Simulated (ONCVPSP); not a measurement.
**u(r) = r·R(r): atom against pseudo-atom (gallium)**

Columns: radius, all-electron u(r) and pseudo u(r) of the 3p shell (level -98.86 eV) of gallium in the configuration [Ne] 3s2 3p6 3d10 4s2 4p1; PBE, scalar-relativistic, ONCV scheme, ONCVPSP 4.0.1.

```tsv
r (bohr)	all-electron	pseudo
0.065	-0.5107	0.0479
0.130	-0.6758	0.1828
0.195	-0.3449	0.3824
0.260	0.1603	0.6149
0.325	0.6280	0.8455
0.390	0.9753	1.0436
0.455	1.1901	1.1880
0.520	1.2916	1.2689
0.585	1.3076	1.2877
0.650	1.2658	1.2545
0.715	1.1882	1.1837
0.780	1.0910	1.0898
0.845	0.9855	0.9852
0.910	0.8794	0.8792
0.975	0.7772	0.7770
1.040	0.6817	0.6815
1.105	0.5944	0.5942
1.170	0.5157	0.5156
1.235	0.4456	0.4455
1.300	0.3838	0.3837
1.365	0.3297	0.3296
1.430	0.2825	0.2824
1.495	0.2415	0.2415
1.560	0.2062	0.2062
1.625	0.1758	0.1757
1.690	0.1497	0.1496
```

How many radial nodes do the two functions have?

The all-electron 3p function has n − l − 1 = 1; the pseudo-wave has 0, since the states of the same l below it are removed with the core.

At about which radius was the pseudo-wave matched?

0.90 bohr, where the columns begin to agree (steps of 0.07 bohr).

Is the pseudo-wave norm-conserving?

Yes: the ONCV scheme keeps the norm inside the radius equal to the all-electron one, which fixes the energy derivative of the logarithmic derivative at the level.
